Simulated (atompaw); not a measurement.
## What the settings do to the PAW (atompaw) potential of antimony (Sb)

Base potential:

atompaw 4.2.0.5 input, output lines left out:

```
Sb 51
GGA-PBE scalarrelativistic loggrid 1500 logderivrange -3 5 201
5 5 4 0 0 0
5 1 3
0 0 0
c
c
c
c
v
c
c
c
v
c
c
2
2.25 1.90 1.55 1.75
y
1.3
n
y
0.1
n
y
0.5
y
2.4
n
custom rrkj gramschmidtortho sinc
bessel
2.25
2.25
2.25
2.25
2.25
2.05
```

Cutoffs, loose and tight: the cutoffs (Ry, on a coarse ladder) from which the occupation-weighted sum of valence levels, in a spherical-Bessel basis at the reference potential, stays within 10 and 1 mRy of its value at 400 Ry. They see the waves, projectors and local potential, not the compensation charge or the core. A dash means not determined.

A true bound ghost makes a file unfit for plane-wave use even where its test errors are small: the radial tests pick states by their node count and pass the ghost by.

```csv
change,outcome,"cutoff, loose","cutoff, tight",bound ghosts
base,generated,6 Ry,8 Ry,none
"local potential bessel scheme, radius 1.00 bohr",generated,6 Ry,8 Ry,s
"local potential bessel scheme, radius 1.08 bohr",generated,6 Ry,8 Ry,s
"local potential bessel scheme, radius 1.28 bohr",generated,6 Ry,8 Ry,none
"local potential bessel scheme, radius 1.36 bohr",generated,6 Ry,8 Ry,none
"local potential bessel scheme, radius 1.54 bohr",generated,6 Ry,8 Ry,none
"local potential bessel scheme, radius 1.64 bohr",generated,6 Ry,8 Ry,none
"local potential bessel scheme, radius 1.74 bohr",generated,6 Ry,8 Ry,none
"local potential bessel scheme, radius 1.92 bohr",generated,6 Ry,10 Ry,none
"local potential bessel scheme, radius 2.02 bohr",generated,6 Ry,10 Ry,none
"local potential bessel scheme, radius 2.18 bohr",generated,6 Ry,10 Ry,none
```

Reading the sweep of the r_vloc (base included, trends over the rows without a ghost): The loose cutoff stays near 6 Ry. Bound ghosts are found at 1, 1.08 bohr.
